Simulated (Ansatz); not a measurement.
Computed with Ansatz.

A structure relaxed at PBE0-D4/def2-TZVP, charge 0, multiplicity 1:

Cartesian coordinates in Å:
```
C -1.1605 -0.5144 -0.4713
C 0.0920 0.2349 -0.0562
C 0.0189 1.7077 -0.4022
O 0.2847 0.1189 1.3403
Ge 1.1329 -1.1476 2.2743
O 1.6756 -2.2771 0.9945
H -1.0832 -1.5765 -0.2261
H -2.0276 -0.1068 0.0538
H -1.3314 -0.4229 -1.5468
H 0.9560 -0.1936 -0.5904
H -0.1036 1.8483 -1.4789
H -0.8294 2.1692 0.1087
H 0.9288 2.2201 -0.0858
H 1.4468 -2.0603 0.0860
```

Q: Give its formula and SMILES.

A: C3H8GeO2, `CC(C)[O][Ge][OH]`.

Q: Point group (tolerance 0.08 Å, 0.16 Å for H)?

A: C1.

Q: Summarise the bond lengths by kind.

A: 2 × C–C 1.515 to 1.517 Å; 7 × C–H 1.091 to 1.102 Å; 1 × C–O 1.415 Å; 2 × Ge–O 1.788 to 1.791 Å; 1 × H–O 0.962 Å.
